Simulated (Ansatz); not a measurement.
`ClBC[O][GeH3]`, charge 0, multiplicity 1.

Question: Give a relaxed structure at PBE0-D4/def2-TZVP (Ansatz 0.2.0). (An estimate is asked.)

Answer: Ansatz gave: 
```xyz
11

Cl    2.6473   -1.8024    0.8036
B     1.4134   -0.5651    0.8326
C     0.9140    0.0261   -0.5229
O    -0.0635    1.0418   -0.4268
Ge   -1.7529    0.5552   -0.1432
H     1.0157   -0.2107    1.8993
H     0.6063   -0.7919   -1.1986
H     1.7937    0.4597   -1.0253
H    -2.2198   -0.2926   -1.3431
H    -1.8280   -0.2895    1.1444
H    -2.5262    1.8694   -0.0198
```
This is one stationary point; other conformers may exist.
